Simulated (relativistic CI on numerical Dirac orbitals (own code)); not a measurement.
What each ingredient does to the levels of Cd²¹⁺

Base calculation: Dirac-Coulomb-Breit CI, separate exchange-only KLI orbitals for each configuration, model QED (radiative potential, 1s self-energy scaled to tabulated hydrogen-like ionisation energies), unscaled Slater integrals.

Configurations in the expansion (outside the closed core [Ne]): 3s2 3p6 3d9, 3s2 3p5 3d10, 3s 3p6 3d10, 3s2 3p6 3d8 4s, 3s2 3p6 3d8 4p, 3s2 3p6 3d8 4d, 3s2 3p6 3d8 4f, 3s2 3p6 3d7 4s2, 3s2 3p5 3d9 4s, 3s2 3p4 3d10 4s, 3s2 3p6 3d7 4s 4p, 3s2 3p4 3d10 4p, 3s2 3p5 3d9 4p, 3s2 3p6 3d8 5s, 3s2 3p6 3d7 4p2, 3s2 3p6 3d8 5p, 3s2 3p6 3d7 4s 4d, 3s2 3p4 3d10 4d, 3s 3p5 3d10 4s, 3s2 3p6 3d8 5d, 3s2 3p5 3d9 4d, 3s2 3p6 3d7 4p 4d, 3s 3p6 3d9 4s, 3s 3p5 3d10 4p, 3s2 3p6 3d8 5f, 3s2 3p5 3d8 4s2, 3s2 3p6 3d8 5g, 3s 3p6 3d9 4p, 3s2 3p6 3d7 4d2, 3s2 3p6 3d8 6s, 3s2 3p5 3d8 4s 4p, 3s 3p5 3d10 4d, 3s2 3p5 3d9 4f, 3p6 3d10 4s, 3s2 3p6 3d8 6p, 3s2 3p6 3d8 6d. Levels of other configurations are missing.

Variants: (1) Breit term removed; (2) one mean potential for all configurations. Shifts of the energy above 3s2 3p6 3d9 2D_5/2, in eV, for the lowest level and the first level of each name with at least 55 % of one term (blank where a level changes its place among those of its configuration and J or its character, or is not in the variant):

```csv
Level,Base,Δ(1),Δ(2)
3s2 3p6 3d9 2D_5/2,0.000,0.000,0.000
3s2 3p6 3d9 2D_3/2,7.154,+0.239,+0.005
3s2 3p5 3d10 2P°_3/2,210.715,+0.621,+0.039
3s2 3p5 3d10 2P°_1/2,246.703,+1.145,+0.036
3s 3p6 3d10 2S_1/2,363.930,+0.561,+0.056
3s2 3p6 3d8 4s 4F_9/2,402.422,+0.093,+0.915
3s2 3p6 3d8 4s 2F_7/2,403.980,+0.080,+0.934
3s2 3p6 3d8 4s 4F_7/2,409.681,+0.259,+0.972
3s2 3p6 3d8 4s 4P_1/2,415.018,-0.035,+0.909
3s2 3p6 3d8 4s 4P_3/2,416.842,+0.128,+0.949
3s2 3p6 3d8 4s 2P_1/2,418.348,+0.086,+0.961
3s2 3p6 3d8 4s 2G_9/2,418.859,+0.361,+0.935
3s2 3p6 3d8 4s 2G_7/2,418.942,+0.346,+0.937
3s2 3p6 3d8 4s 2S_1/2,434.910,+0.214,+0.945
3s2 3p6 3d8 4p 4D°_7/2,443.828,-0.095,+1.435
3s2 3p6 3d8 4p 4G°_7/2,451.164,+0.119,+1.513
3s2 3p6 3d8 4p 4G°_11/2,454.189,+0.108,+1.465
3s2 3p6 3d8 4p 4F°_9/2,455.592,+0.084,+1.486
3s2 3p6 3d8 4p 2F°_7/2,455.888,+0.086,+1.493
3s2 3p6 3d8 4p 4P°_1/2,457.052,-0.028,+1.466
3s2 3p6 3d8 4p 2D°_5/2,457.368,+0.048,+1.519
3s2 3p6 3d8 4p 2H°_9/2,460.216,+0.226,+1.482
```

At this charge energies of transitions that change n are usually good to better than 1 %, and those within a shell (Δn = 0) to a few per cent.

Ionisation energy from the two ground configurations alone: base 1025.86 eV; Breit term removed 1026.23 eV. The NIST ASD value (theoretical) is 1026 eV.

LS names give the leading component of a level, which can be under half, so a name can repeat, a term be missing and a line seem to break the LS rules.
